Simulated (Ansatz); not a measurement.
Ta₄, relaxed as a quintet with UKS PBE-D4/def2-SVP in Ansatz, starting from the PBE-D4/def2-SVP geometry of the neutral singlet. Force threshold 0.02 eV/Å.

In the def2 sets Ta takes a core potential; there is no spin–orbit coupling. The relaxation made no stability test and no search for a lower SCF solution. At PBE-D4/def2-SVP a singlet of charge 0 lies 1.47 eV below the quintet, each at its own geometry. The structure comes from a short search, and lower isomers may exist.

Start:

```xyz
4

Ta    0.5724   -1.4428   -0.2456
Ta   -0.4174    0.6388   -1.3738
Ta    1.1013    0.8918    0.6792
Ta   -1.2563   -0.0878    0.9402
```

```
step  energy (eV)  largest force component (eV/Å)  SCF passes
   1   -6203.2272                           1.363          97
   2   -6203.2841                           1.748          60
   3   -6203.3941                           0.575          46
   4   -6203.4136                           0.040          55
   5   -6203.4138                           0.004          51
   6   -6203.4138                           0.004          53
   7   -6203.4138                           0.012          59
   8   -6203.4139                           0.025          61
   9   -6203.4144                           0.069          65
  10   -6203.4170                           0.188          61
  11   -6203.4318                           0.307          61
  12   -6203.4572                           0.172          57
  13   -6203.4613                           0.106          45
  14   -6203.4632                           0.021          45
  15   -6203.4632                           0.001          45
```

Force components are those of the run's own axes.

End:

Cartesian coordinates in Å:
```
Ta 0.5123 -1.5046 -0.2633
Ta -0.3566 0.6442 -1.2863
Ta 1.1576 1.0121 0.6290
Ta -1.3133 -0.1518 0.9206
```

By distances, no bond broke or formed. The bond that changes most is Ta1–Ta3, from 2.57 to 2.75 Å (atoms count from 1).

The force fell under the threshold at step 5, but the optimiser went on and released 0.049 eV more. No frequencies were taken in this run, so the end may be a saddle point.

It took 71 s on 4 threads of Arm Neoverse V1 on a shared host.
